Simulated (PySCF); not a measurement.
**UHF on Te⁺ (tellurium, charge +1)**

Configuration: [Kr] 4d10 5s2 5p2 6s1, high-spin 4P determinant (an excited configuration). Calculation: PySCF 2.14, in aug-cc-pVQZ-PP with one added diffuse shell each of s, p, d, f, g type with ECP28MDF (8s8p6d4f3g, 117 functions); scalar relativity through the core potential.

```json
{
  "Total energy": "-266.348183 hartree",
  "One-electron energy": "-455.1584 hartree",
  "Hartree (Coulomb) energy": "208.1974 hartree",
  "Exchange energy": "-19.3872 hartree",
  "⟨S²⟩": "3.7583",
  "⟨L²⟩": "2.104",
  "Sum of ⟨r⟩": "30.32 bohr",
  "Sum of ⟨r²⟩": "69.01 bohr²",
  "Traceless quadrupole moment −½Σ⟨3z² − r²⟩ along its main axis": "-0.0503 e·bohr²"
}
```

| shell | electrons | mean orbital energy (hartree) | spread (hartree) | rms radius, mean of both spins (bohr) |
| --- | --- | --- | --- | --- |
| 4s α | 1 | -7.63998 | 0 | 0.820 |
| 4s β | 1 | -7.62192 | 0 | 0.820 |
| 4p α | 3 | -5.60253 | 0.00518 | 0.882 |
| 4p β | 3 | -5.58583 | 0.02704 | 0.882 |
| 4d α | 5 | -2.45588 | 0.01705 | 1.04 |
| 4d β | 5 | -2.44194 | 0.02923 | 1.04 |
| 5s α | 1 | -1.25437 | 0 | 2.14 |
| 5s β | 1 | -1.06069 | 0 | 2.14 |
| 5p α | 2 | -0.80293 | 0 | 2.54 |
| 6s α | 1 | -0.30105 | 0 | 5.49 |

Energies and moments cover only the electrons outside the core potential. The outer electron is Rydberg-like, and this basis confines it to a smaller radius and binds it less than a complete one would.
